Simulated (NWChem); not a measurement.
System: PbHSI, singlet; SMILES [I][Pb][SH]

Here is an NWChem input.

```
start job
memory heap 200 mb stack 900 mb global 1100 mb
geometry units angstroms
  Pb     0.511766    -0.880399     0.000000
  I     -0.176973     1.864092     0.000000
  S     -1.882819    -1.741224     0.000000
  H     -1.488914    -3.036897     0.000000
end
basis spherical
  Pb library def2-svp
  I library def2-svp
  S library def2-svp
  H library def2-svp
end
ecp
  I library def2-ecp
  Pb library def2-ecp
end
dft
  xc xpbe96 cpbe96
  iterations 150
end
driver
  maxiter 120
end
task dft optimize
dft
  grid fine
  convergence energy 1d-8 density 1d-7
end
task dft freq numerical
```

NWChem printed, in part:

```
             Northwest Computational Chemistry Package (NWChem) 7.3.0
             --------------------------------------------------------

 CS  symmetry detected

                             Geometry "geometry" -> ""
                             -------------------------

 Output coordinates in angstroms (scale by  1.889725989 to convert to a.u.)

  No.       Tag          Charge          X              Y              Z
 ---- ---------------- ---------- -------------- -------------- --------------
    1 Pb                  82.0000     0.46376922    -0.87549991     0.00000000
    2 I                   53.0000    -0.09205709     1.89896389     0.00000000
    3 S                   16.0000    -1.96947810    -1.62005649     0.00000000
    4 H                    1.0000    -1.63840082    -2.93318920     0.00000000

 Effective nuclear repulsion energy (a.u.)    1224.6520986014

      Symmetry information
      --------------------

 Group name             Cs
 Group number              2
 Group order               2
 No. of unique centers     4

                                Z-matrix (autoz)
                                --------

 Units are Angstrom for bonds and degrees for angles

      Type          Name      I     J     K     L     M      Value
      ----------- --------  ----- ----- ----- ----- ----- ----------
    1 Stretch                  1     2                       2.82959
    2 Stretch                  1     3                       2.54461
    3 Stretch                  3     4                       1.35423
    4 Bend                     1     3     4                92.86281
    5 Bend                     2     1     3                95.68527
    6 Torsion                  2     1     3     4         180.00000

                           NWChem Geometry Optimization
                           ----------------------------

 maximum gradient threshold         (gmax) =   0.000450
 rms gradient threshold             (grms) =   0.000300
 maximum cartesian step threshold   (xmax) =   0.001800
 rms cartesian step threshold       (xrms) =   0.001200
 fixed trust radius                (trust) =   0.300000
 source of zmatrix                         =   autoz

          -------------------
          Energy Minimization
          -------------------

 Using diagonal initial Hessian
 Scaling for Hessian diagonals: bonds = 1.00  angles = 0.25  torsions = 0.10

          --------
          Step   0

                                 NWChem DFT Module
                                 -----------------

 Summary of "ao basis" -> "ao basis" (spherical)
 ------------------------------------------------------------------------------
       Tag                 Description            Shells   Functions and Types
 ---------------- ------------------------------  ------  ---------------------
 Pb                         def2-svp                10       26   4s4p2d
 I                          def2-svp                10       26   4s4p2d
 S                          def2-svp                 8       18   4s3p1d
 H                          def2-svp                 3        5   2s1p

      Symmetry analysis of basis
      --------------------------

        a'         53
        a"         22

            General Information
            -------------------
          SCF calculation type: DFT
          Wavefunction type:  closed shell.
          No. of atoms     :     4
          No. of electrons :    64
           Alpha electrons :    32
            Beta electrons :    32
          Charge           :     0
          Spin multiplicity:     1
          Use of symmetry is: on ; symmetry adaption is: on
          Maximum number of iterations: 150
          AO basis - number of functions:    75
                     number of shells:    31
          Convergence on energy requested:  1.00D-06
          Convergence on density requested:  1.00D-05
          Convergence on gradient requested:  5.00D-04

              XC Information
              --------------
          PerdewBurkeErnzerhof Exchange Functional  1.000
            Perdew 1991 LDA Correlation Functional  1.000 local
           PerdewBurkeErnz. Correlation Functional  1.000 non-local

             Grid Information
             ----------------
          Grid used for XC integration:  medium
          Radial quadrature: Mura-Knowles
          Angular quadrature: Lebedev.
          Tag              B.-S. Rad. Rad. Pts. Rad. Cut. Ang. Pts.
          ---              ---------- --------- --------- ---------
          Pb                  1.80      123          10.0       590
          I                   1.40      123          12.0       590
          S                   1.00       88          11.0       590
          H                   0.35       45          13.0       434
          Grid pruning is: on
          Number of quadrature shells:   379
          Spatial weights used:  Erf1

      Superposition of Atomic Density Guess
      -------------------------------------

 Sum of atomic energies:        -964.33381061

      Non-variational initial energy
      ------------------------------

 Total energy =    -886.488504
 1-e energy   =   -1886.404816
 2-e energy   =     757.968527
 HOMO         =      -0.275222
 LUMO         =      -0.046143

      Symmetry analysis of molecular orbitals - initial
      -------------------------------------------------

  Numbering of irreducible representations:

     1 a'          2 a"

  Orbital symmetries:

     1 a'          2 a'          3 a'          4 a'          5 a'
     6 a"          7 a'          8 a'          9 a'         10 a"
    11 a'         12 a'         13 a"         14 a'         15 a'
    16 a"         17 a'         18 a"         19 a'         20 a'
    21 a'         22 a"         23 a"         24 a'         25 a'
    26 a'         27 a'         28 a'         29 a"         30 a'
    31 a"         32 a'         33 a"         34 a'         35 a'
    36 a'         37 a'         38 a'         39 a'         40 a"
    41 a'         42 a"

   convergence    iter        energy       DeltaE   RMS-Dens  Diis-err
 ---------------- ----- ----------------- --------- --------- ---------
 d= 0,ls=0.0,diis     1   -889.0955097801 -1.13D+03  3.67D-02  4.60D-01
 d= 0,ls=0.0,diis     2   -888.4614295972  6.34D-01  2.70D-02  3.24D+00
 d= 0,ls=0.0,diis     3   -889.1700080834 -7.09D-01  7.16D-03  5.96D-02
 d= 0,ls=0.0,diis     4   -889.1713647506 -1.36D-03  4.73D-03  5.09D-02
 d= 0,ls=0.0,diis     5   -889.1823746991 -1.10D-02  1.19D-03  4.11D-03
  Resetting Diis
 d= 0,ls=0.0,diis     6   -889.1832929027 -9.18D-04  1.35D-04  1.20D-04
 d= 0,ls=0.0,diis     7   -889.1833118288 -1.89D-05  1.79D-04  1.00D-05
 d= 0,ls=0.0,diis     8   -889.1832983523  1.35D-05  1.30D-04  7.00D-05
 d= 0,ls=0.0,diis     9   -889.1833141227 -1.58D-05  1.54D-05  1.02D-06
 d= 0,ls=0.0,diis    10   -889.1833142944 -1.72D-07  2.77D-06  2.76D-08

         Total DFT energy =     -889.183314294411
      One electron energy =    -1888.156600016528
           Coulomb energy =      821.209363056995
    Exchange-Corr. energy =      -64.183862112351
 Nuclear repulsion energy =      241.947784777473

 Numeric. integr. density =       63.999998261344

                  Occupations of the irreducible representations
                  ----------------------------------------------

                     irrep           alpha         beta
                     --------     --------     --------
                     a'               23.0         23.0
                     a"                9.0          9.0

                       DFT Final Molecular Orbital Analysis
                       ------------------------------------

 Vector   30  Occ=2.000000D+00  E=-2.418079D-01  Symmetry=a"
              MO Center= -7.4D-01,  9.5D-03, -6.9D-16, r^2= 5.4D+00
   Bfn.  Coefficient  Atom+Function         Bfn.  Coefficient  Atom+Function
  ----- ------------  ---------------      ----- ------------  ---------------
    65      0.388699  3 S  pz                39      0.385103  2 I  pz
    42      0.340012  2 I  pz                62      0.277668  3 S  pz
    13      0.221593  1 Pb pz                16      0.177797  1 Pb pz
    59      0.159950  3 S  pz                36     -0.158009  2 I  pz
    33     -0.128085  2 I  pz                10     -0.078304  1 Pb pz

 Vector   31  Occ=2.000000D+00  E=-2.225055D-01  Symmetry=a"
              MO Center= -9.9D-01,  1.3D-01,  2.5D-13, r^2= 5.7D+00
   Bfn.  Coefficient  Atom+Function         Bfn.  Coefficient  Atom+Function
  ----- ------------  ---------------      ----- ------------  ---------------
    65     -0.462718  3 S  pz                39      0.429442  2 I  pz
    42      0.403631  2 I  pz                62     -0.319966  3 S  pz
    59     -0.183919  3 S  pz                36     -0.176153  2 I  pz
    33     -0.142493  2 I  pz                18     -0.052721  1 Pb d -1
    16     -0.041426  1 Pb pz                20      0.039225  1 Pb d  1

[...]

      ----------------------
      Optimization converged
      ----------------------

  Step       Energy      Delta E   Gmax     Grms     Xrms     Xmax
  ---- ---------------- -------- -------- -------- -------- --------
@    3    -889.18362566 -7.8D-07  0.00020  0.00012  0.00072  0.00154
                                     ok       ok       ok       ok

                                Z-matrix (autoz)
                                --------

 Units are Angstrom for bonds and degrees for angles

      Type          Name      I     J     K     L     M      Value     Gradient
      ----------- --------  ----- ----- ----- ----- ----- ---------- ----------
    1 Stretch                  1     2                       2.85312   -0.00019
    2 Stretch                  1     3                       2.57453    0.00020
    3 Stretch                  3     4                       1.36640   -0.00001
    4 Bend                     1     3     4                92.21682    0.00006
    5 Bend                     2     1     3                96.32202   -0.00005
    6 Torsion                  2     1     3     4         180.00000    0.00000

                         Geometry "geometry" -> "geometry"
                         ---------------------------------

 Output coordinates in angstroms (scale by  1.889725989 to convert to a.u.)

  No.       Tag          Charge          X              Y              Z
 ---- ---------------- ---------- -------------- -------------- --------------
    1 Pb                  82.0000     0.46693819    -0.87097973     0.00000000
    2 I                   53.0000    -0.07432947     1.93033031     0.00000000
    3 S                   16.0000    -1.99168556    -1.63477499     0.00000000
    4 H                    1.0000    -1.63708994    -2.95435731     0.00000000

 Effective nuclear repulsion energy (a.u.)    1212.9137424403

      Symmetry information
      --------------------

 Group name             Cs
 Group number              2
 Group order               2
 No. of unique centers     4

                Final and change from initial internal coordinates
                --------------------------------------------------

                                Z-matrix (autoz)
                                --------

 Units are Angstrom for bonds and degrees for angles

      Type          Name      I     J     K     L     M      Value       Change
      ----------- --------  ----- ----- ----- ----- ----- ---------- ----------
    1 Stretch                  1     2                       2.85312    0.02353
    2 Stretch                  1     3                       2.57453    0.02992
    3 Stretch                  3     4                       1.36640    0.01217
    4 Bend                     1     3     4                92.21682   -0.64600
    5 Bend                     2     1     3                96.32202    0.63674
    6 Torsion                  2     1     3     4         180.00000    0.00000

 ==============================================================================
                                internuclear distances
 ------------------------------------------------------------------------------
       center one      |      center two      | atomic units |  angstroms
 ------------------------------------------------------------------------------
    2 I                |   1 Pb               |     5.39162  |     2.85312
    3 S                |   1 Pb               |     4.86516  |     2.57453
    4 H                |   3 S                |     2.58211  |     1.36640
 ------------------------------------------------------------------------------
                         number of included internuclear distances:          3
 ==============================================================================

[second-derivative integrals and response iterations left out]

  Vibrational analysis via the FX method

  See chapter 2 in "Molecular Vibrations" by Wilson, Decius and Cross

  Vib: Default input used

 ---------------------------- Atom information ----------------------------
     atom    #        X              Y              Z            mass
 --------------------------------------------------------------------------
    Pb       1  8.8238523D-01 -1.6459130D+00  0.0000000D+00  2.0797660D+02
    I        2 -1.4046233D-01  3.6477954D+00  0.0000000D+00  1.2690040D+02
    S        3 -3.7637400D+00 -3.0892768D+00  0.0000000D+00  3.1972070D+01
    H        4 -3.0936514D+00 -5.5829258D+00  0.0000000D+00  1.0078250D+00
 --------------------------------------------------------------------------

[unprojected Hessian and modes left out]

[...]

 Rotational Constants
 --------------------
 A=   0.096796 cm-1  (  0.139264 K)
 B=   0.023261 cm-1  (  0.033467 K)
 C=   0.018754 cm-1  (  0.026982 K)

 Temperature                      =   298.15K
 frequency scaling parameter      =   1.0000

 Zero-Point correction to Energy  =    5.708 kcal/mol  (  0.009096 au)
 Thermal correction to Energy     =    9.021 kcal/mol  (  0.014375 au)
 Thermal correction to Enthalpy   =    9.613 kcal/mol  (  0.015319 au)

 Total Entropy                    =   83.741 cal/mol-K
   - Translational                =   43.581 cal/mol-K (mol. weight = 367.8569)
   - Rotational                   =   30.012 cal/mol-K (symmetry #  =        1)
   - Vibrational                  =   10.148 cal/mol-K

 Cv (constant volume heat capacity) =   14.243 cal/mol-K
   - Translational                  =    2.979 cal/mol-K
   - Rotational                     =    2.979 cal/mol-K
   - Vibrational                    =    8.284 cal/mol-K

[normal modes left out]

 ----------------------------------------------------------------------------
 Normal Eigenvalue ||           Projected Infra Red Intensities
  Mode   [cm**-1]  || [atomic units] [(debye/angs)**2] [(KM/mol)] [arbitrary]
 ------ ---------- || -------------- ----------------- ---------- -----------
    1       -0.000 ||    0.000325           0.007         0.316       0.534
    2       -0.000 ||    0.000697           0.016         0.680       1.147
    3        0.000 ||    0.000944           0.022         0.921       1.553
    4        0.000 ||    0.000667           0.015         0.650       1.097
    5        0.000 ||    0.000002           0.000         0.001       0.002
    6        0.000 ||    0.000523           0.012         0.509       0.859
    7       67.930 ||    0.000837           0.019         0.816       1.376
    8      159.578 ||    0.017649           0.407        17.205      29.023
    9      290.758 ||    0.016680           0.385        16.260      27.429
   10      293.719 ||    0.027040           0.624        26.360      44.467
   11      592.051 ||    0.005489           0.127         5.351       9.026
   12     2590.572 ||    0.002119           0.049         2.066       3.485
 ----------------------------------------------------------------------------
```

Level: PBE/def2-SVP with def2 effective core potentials on I, Pb. Low-valent species are run as closed-shell singlets; no triplet was tried in these runs. def2 effective core potentials on I, Pb; no spin-orbit coupling.
